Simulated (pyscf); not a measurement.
# •H₂Si–I (SMILES [SiH2]I), doublet

Gas-phase minimum from PySCF at ωB97X-D3(BJ)/def2-SVP, one conformer. 

```xyz
4

Si    -0.9785    -0.3358    -0.4250
I     -0.6411     0.4712     1.8317
H     -0.6989    -1.8012    -0.4662
H     -2.3848    -0.0556    -0.8389
```
Charge 0, spin multiplicity 2.

Bond lengths (Å): Si1–I2 2.420, Si1–H3 1.492, Si1–H4 1.492. Angles (°): I2–Si1–H3 109.1, I2–Si1–H4 109.1, H3–Si1–H4 110.7.

Properties at ωB97X-D3(BJ)/def2-SVP:

```yaml
harmonic_wavenumbers_unscaled: 392, 600, 677, 918, 2225, 2253 cm⁻¹
zero_point_energy: 10.1 kcal/mol
rotational_symmetry_number: 1
Entropy of this conformer at 298 K and 1 atm, rigid rotor and harmonic oscillator, modes under 100 cm⁻¹ raised to 100: 281.4 J/(mol K)
dipole_moment: 1.05 D
Spin expectation value S2: 0.752
```

Single-point totals, which compare only within one level (frozen core for MP2 and CC):

```tsv
level	total energy (hartree)
ωB97X-D3(BJ)/def2-TZVP	-588.50976
PBE/def2-TZVP	-588.22964
r²SCAN/def2-TZVP	-588.48501
B3LYP-D3(BJ)/def2-TZVP	-588.51922
PBE0-D3(BJ)/def2-TZVP	-588.28836
M06-2X/def2-TZVP	-588.29254
ωB97M-D3(BJ)/def2-TZVP	-588.50970
UHF/def2-TZVPP	-586.76628
MP2/def2-TZVPP	-587.36732
CCSD/def2-TZVPP	-587.35782
CCSD(T)/def2-TZVPP	-587.37245
```

The CCSD(T) − MP2 part came from Ansatz, without density fitting, on the same reference. The frozen core leaves the outer d or s,p core shells of the metals and heavy elements correlated in the MP2 and CC values, and def2-TZVPP describes them poorly, so these totals are far from the basis limit. Elements past Kr carry the def2 core potentials, without spin-orbit coupling.
